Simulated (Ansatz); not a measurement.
Cost and result up the ladder for IrCl(PH3)3 (P₃IrH₉Cl) (14 atoms). Charge 0, multiplicity 1. Geometry: PBE-D4/def2-SVP.

| atom | x (Å) | y (Å) | z (Å) |
| --- | --- | --- | --- |
| Ir1 | 0.2475 | -0.2863 | 0.2541 |
| Cl2 | 1.5649 | -1.8012 | 1.5575 |
| P3 | 0.6758 | 1.2135 | 1.9191 |
| H4 | 0.1686 | 2.5575 | 1.8814 |
| H5 | 2.0455 | 1.5185 | 2.2030 |
| H6 | 0.2625 | 0.8743 | 3.2474 |
| P7 | -0.9706 | 1.1070 | -0.9580 |
| H8 | -0.6273 | 1.3876 | -2.3310 |
| H9 | -1.1315 | 2.4765 | -0.5458 |
| H10 | -2.3685 | 0.8493 | -1.2092 |
| P11 | 0.0568 | -2.0494 | -1.1956 |
| H12 | -0.5484 | -3.2463 | -0.6940 |
| H13 | 1.2738 | -2.6226 | -1.6843 |
| H14 | -0.6493 | -1.9784 | -2.4445 |

Ansatz on 4 threads of Arm Neoverse V1 on a shared host. Times are rough, and most runs start from the orbitals of an earlier one. r2SCAN0-D4/def2-TZVP serves as the yardstick here, not as an exact answer. Differences are given only for rows in sets of like size (and for xTB, whose basis is part of the method), since another set adds its own error. Binding counts from free atoms at the same level (Ir quartet, Cl doublet, P quartet, H doublet; other spins of the atoms weren't run), without zero-point energy or a counterpoise term.

In the def2 sets Ir takes a core potential; there is no spin–orbit coupling. LC-ωPBE has ω = 0.4 bohr⁻¹. Correlated methods freeze 20 core orbitals; core or outer-core shells of Ir are correlated, in sets that lack core-valence functions. The rows differ in basis, and correlated rows in double-zeta sets carry the largest basis error.

Correlated methods converge slowly with the basis, most of all in double-zeta sets.

```tsv
level	functions	binding energy per atom (eV)	difference from r2SCAN0-D4/def2-TZVP (eV)
r2SCAN-D4/def2-TZVPD	299	2.98	0.06
LC-ωPBE/def2-TZVP	242	2.87	-0.04
CCSD(T)/def2-SVP	149	2.66	–
r2SCAN0-D4/def2-TZVP	242	2.92	0.00
PBE-D4/def2-TZVP (with forces)	242	3.00	0.08
PBE0-D4/def2-TZVPD	299	2.94	0.02
r2SCANh-D4/def2-TZVP	242	2.95	0.03
PBE0-D4/def2-TZVP	242	2.94	0.02
BHLYP-D4/def2-TZVP	242	2.87	-0.05
MP2/def2-TZVP	242	2.86	-0.06
r2SCAN-D4/def2-TZVP (with forces)	242	2.97	0.05
PBE-D4/def2-SVP	149	2.95	–
PBE-D4/def2-TZVPD	299	3.00	0.09
PBE0-D4/def2-SVP	149	2.88	–
```

(1) Estimate how long each takes.

## Answers

(1) PBE-D4/def2-SVP 1.9 s; PBE0-D4/def2-SVP 3 s; PBE-D4/def2-TZVP (with forces) 4.3 s; LC-ωPBE/def2-TZVP 4.8 s; MP2/def2-TZVP 4.9 s; PBE-D4/def2-TZVPD 5.5 s; PBE0-D4/def2-TZVP 6 s; BHLYP-D4/def2-TZVP 6.5 s; r2SCAN-D4/def2-TZVP (with forces) 9 s; PBE0-D4/def2-TZVPD 9.5 s; r2SCANh-D4/def2-TZVP 10 s; r2SCAN0-D4/def2-TZVP 11 s; r2SCAN-D4/def2-TZVPD 12 s; CCSD(T)/def2-SVP 41 s. On shared hardware such times vary by a factor of up to 3.
